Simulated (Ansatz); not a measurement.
This geometry of CHFOSi (5 atoms, charge 0, multiplicity 1) is a first-order saddle point.

Method: RKS PBE/def2-SVP in Ansatz.

```xyz
5
Properties=species:S:1:pos:R:3
O 0.518 1.461 -0.242
C -0.010 0.272 -0.023
Si 0.415 -1.407 0.050
F -0.776 -2.498 0.391
H -0.148 2.171 -0.176
```

**Question.** Which two structures does it join? (They come from a converged band through this point; their orientation in space is the band's.)

**Answer.** No bond is made or broken. The dihedral H5–O1–C2–Si3 goes from 101 to -101°. The two ends are copies of one structure, up to a mirror image or an exchange of like atoms.

First end point:

```xyz
5
Properties=species:S:1:pos:R:3
O 0.503 1.416 0.452
C 0.060 0.228 0.222
Si 0.257 -1.326 -0.587
F -0.845 -2.416 -0.002
H 0.024 2.098 -0.085
```

Last end point:

```xyz
5
Properties=species:S:1:pos:R:3
O -0.090 1.472 -0.536
C -0.158 0.248 -0.140
Si 0.571 -1.355 -0.063
F -0.516 -2.446 0.545
H 0.194 2.081 0.193
```

**Question.** How far does it lie above each of them?

**Answer.** 18.4 kcal/mol above the first and 18.4 kcal/mol above the second. This is the barrier of this one path; another mechanism may lie lower.

The run took 63 s on 1 thread of Arm Neoverse N1, with other jobs on the host, peak memory 0.12 GiB.
